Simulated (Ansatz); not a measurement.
diarsenic anion (As2), SMILES [As]#[As] (connectivity only; charge and spin as stated), charge -1, multiplicity 2.

The structure is a stationary point at r2SCAN-D4/def2-TZVPD. The multiplicity is an assumed one; other spin states were not compared.

Two levels are set side by side: PBE/def2-TZVPD (Ansatz, a first-principles code) and ωB97X-V/def2-TZVPD (Ansatz). Energy differences of separate SCF runs at the same geometry; the states with an electron removed or added have multiplicity 1. Differences are taken from unrounded values.

```json
[
 {"quantity": "vertical ionisation energy (eV)", "ωB97X-V": "0.92", "PBE": "0.72", "PBE minus ωB97X-V": "-0.20"}
]
```
